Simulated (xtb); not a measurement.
ethylenediamine (C$_{2}$H$_{8}$N$_{2}$), singlet, geometry from GFN2-xTB. Base run: GFN0-xTB in xtb.

xtb was given this input:
```
$ xtb mol.xyz --gfn 0 --json

# file mol.xyz
12

N      1.80389178     0.38626777    -0.22442841
C      0.55694421     0.17700189     0.49221348
C     -0.55492179    -0.18446869    -0.49175578
N     -1.75934788    -0.55072401     0.23450925
H      2.55231782     0.59994733     0.42532920
H      1.71475544     1.17096056    -0.86238442
H      0.23886758     1.05364064     1.08495630
H      0.69696335    -0.65910161     1.18080159
H     -0.23414157    -1.04963774    -1.07605929
H     -0.70278446     0.65914184    -1.18994644
H     -2.49325710    -0.81799969    -0.41196303
H     -2.09666295     0.23904307     0.77595401
```

Each row names what was changed in the base input (with any setting that the change needs).

```json
[
 {"change": "base", "ΔE vs base (kcal/mol)": "0.000", "HOMO-LUMO gap (eV)": "6.98"},
 {"change": "etemp = 3000", "ΔE vs base (kcal/mol)": "0.000", "HOMO-LUMO gap (eV)": "6.98"},
 {"change": "file = coord", "ΔE vs base (kcal/mol)": "0.000", "HOMO-LUMO gap (eV)": "6.98"}
]
```
